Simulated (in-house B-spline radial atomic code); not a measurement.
Mo⁺. Computed with a B-spline radial atomic code. Model: non-relativistic spherical atom: semilocal Troullier-Martins pseudo-atom, one channel per l, against all electrons, high spin, G0W0 and RPA with empty states to l = 8, local potential for every l without a channel, a model core (radius 0 = none) keeps its share of the functional.

Without relativity these are model numbers for so heavy an element.

What the tables leave out is listed at the end.

The pseudopotential gives back the lowest level of each angular momentum of its own functional in the configuration it was made in; a second state of the same l is only approximately right. Exact exchange, RPA and GW see the smooth pseudo-orbitals and miss the exchange with the core, for which the functional's share stands in. The column with an uncorrelated core keeps all orbitals and exact exchange, and so separates missing core correlation from pseudisation. Only the three outermost levels and the lowest empty one were computed. RPA here is direct RPA, with no exchange kernel, and its energies carry an (l + 1/2)⁻⁴ tail. A hybrid on a potential with a model core restores only its own semilocal share of the core's exchange.

Command:
```bash
python run_psgw.py task.json out
```
Settings (lengths in bohr, energies in hartree):
```
Z                      42
electrons              41
configuration          [Kr] 4d5
generated_in           [Kr] 4d5 5s1
functional             pbe,pbe
core_shells            6
radius_factor          1.15
core_correction        False
```

Time taken, with all properties: 48 s on 1 thread of Arm Neoverse N1, with other jobs on the host.

Given: made with PBE; model core radius 0 bohr; local radius 1.236 bohr; mean-field start PBE.

Valence shells of the generating configuration: 4s, 4p, 4d, 5s.

Channel: s 1.176, p 1.252, d 1.575 (radii in bohr).

Computed: largest level miss in the spin-unpolarised generating configuration 0.053 eV; valence RPA correlation energy pseudo -0.74648 hartree; all-electron RPA polarisability, core included 16.937 bohr³; pseudo-atom RPA polarisability 16.828 bohr³.

| level | occupied | mean-field all-electron (eV) | mean-field pseudo minus all (eV) | G0W0 all-electron (eV) | G0W0 uncorrelated core minus all (eV) | G0W0 pseudo minus all (eV) | exchange self-energy all-electron (eV) | exchange self-energy pseudo (eV) |
| --- | --- | --- | --- | --- | --- | --- | --- | --- |
| 4d up | 1 | -11.581 | -0.038 | -16.315 | 0.076 | -0.109 | -25.747 | -23.372 |
| 5s up (empty) | 0 | -9.9186 | -0.105 | -7.1911 | 0.039 | -0.058 | -3.7392 | -3.0411 |

(1) What is the valence RPA correlation energy all-electron orbitals?

Given: mean-field start PBE0.

Computed: valence RPA correlation energy all-electron orbitals -0.67461 hartree; all-electron RPA polarisability, core included 13.709 bohr³; pseudo-atom RPA polarisability 13.605 bohr³.

| level | occupied | mean-field all-electron (eV) | mean-field pseudo minus all (eV) | G0W0 all-electron (eV) | G0W0 uncorrelated core minus all (eV) | G0W0 pseudo minus all (eV) | exchange self-energy all-electron (eV) | exchange self-energy pseudo (eV) |
| --- | --- | --- | --- | --- | --- | --- | --- | --- |
| 4d up | 1 | -12.981 | -0.044 | -16.423 | 0.075 | -0.104 | -25.965 | -23.608 |
| 4p down | 1 | -44.332 | 0.098 | -48.077 | 0.227 | 0.138 | -34.849 | -28.745 |
| 5s up (empty) | 0 | -8.8225 | -0.09 | -6.9736 | 0.037 | -0.057 | -3.439 | -2.8118 |

(2) What is the valence RPA correlation energy pseudo?

Given: mean-field start Hartree-Fock.

Computed: valence RPA correlation energy pseudo -0.60507 hartree; all-electron RPA polarisability, core included 9.4355 bohr³; pseudo-atom RPA polarisability 9.2735 bohr³.

```tsv
level	occupied	mean-field all-electron (eV)	mean-field pseudo minus all (eV)	G0W0 all-electron (eV)	G0W0 uncorrelated core minus all (eV)	G0W0 pseudo minus all (eV)	exchange self-energy all-electron (eV)	exchange self-energy pseudo (eV)
4d up	1	-16.646	-0.093	-16.914	0.087	0	-26.138	-23.951
4p down	1	-49.558	0.277	-49.04	0.247	0.386	-34.584	-28.752
5s up (empty)	0	-5.7138	-0.034	-6.5813	0.025	-0.023	-2.4032	-1.9864
```

(3) What is the valence RPA correlation energy all-electron orbitals?

## Answers

(1) -0.71715 hartree.

(2) -0.70281 hartree.

(3) -0.57938 hartree.

Among the listed levels the largest G0W0 shift of the pseudo-atom is +0.39 eV, for 4p down on the Hartree-Fock start, while leaving the core uncorrelated moves that level by +0.25 eV. The rest, +0.14 eV, comes from pseudisation and the lost core exchange. Not in the tables (levels of low weight, unsolved or above zero; the highest and the empty levels are kept at any weight): on PBE the G0W0 levels 4p down (pseudo minus all +0.10 eV, weights 0.71 and 0.70), 4p up (pseudo minus all +0.39 eV, weights 0.03 and 0.13); on PBE0 the G0W0 levels 4p up (pseudo minus all +0.07 eV, weights 0.39 and 0.41); on Hartree-Fock the G0W0 levels 4p up (pseudo minus all -0.06 eV, weights 0.61 and 0.58).
